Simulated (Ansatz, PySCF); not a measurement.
Molecule: LiCl (charge 0, singlet). SMILES: [Cl][Li]
Geometry: optimised at B3LYP-D3(BJ)/def2-TZVP (Ansatz, a program for electronic structure).

Wanted: vertical triplet-singlet gap, E(triplet) - E(singlet), in eV. Conventions: no spin-orbit coupling; 6-31G* and kin with 6d, 5d where marked; non-relativistic; frozen cores in correlated levels; open shells spin-unrestricted; each state is the SCF solution reached for its charge and spin; 6-311+G** with 5d, 6d on Na to Ar in Ansatz. First-principles rows: single points at B3LYP-D3(BJ) geometries (Ansatz). Levels can end on unlike triplets.

```tsv
level	program	vertical triplet-singlet gap, E(triplet) - E(singlet) (eV)
HF/6-311+G**	Ansatz	4.34
PBE/6-311+G**	Ansatz	5.27
B3LYP/STO-3G	Ansatz	4.82
B3LYP/6-31G*	Ansatz	5.19
M06-2X/6-31G* (5d)	PySCF	5.40
MP2/6-31G*	Ansatz	5.01
MP2/6-311+G**	Ansatz	5.09
M06-2X/def2-TZVPD	PySCF	5.41
wB97M-V/def2-TZVPD	Ansatz	5.49
```

No value to compare with is used here. The 7 habitual levels span 4.34 (HF/6-311+G**) to 5.40 eV (M06-2X/6-31G* (5d)); wB97M-V/def2-TZVPD gives 5.49.

The levels are drawn from those run, B3LYP/6-31G* more often than the rest, none by its result; runs whose electronic state is in doubt are left out.
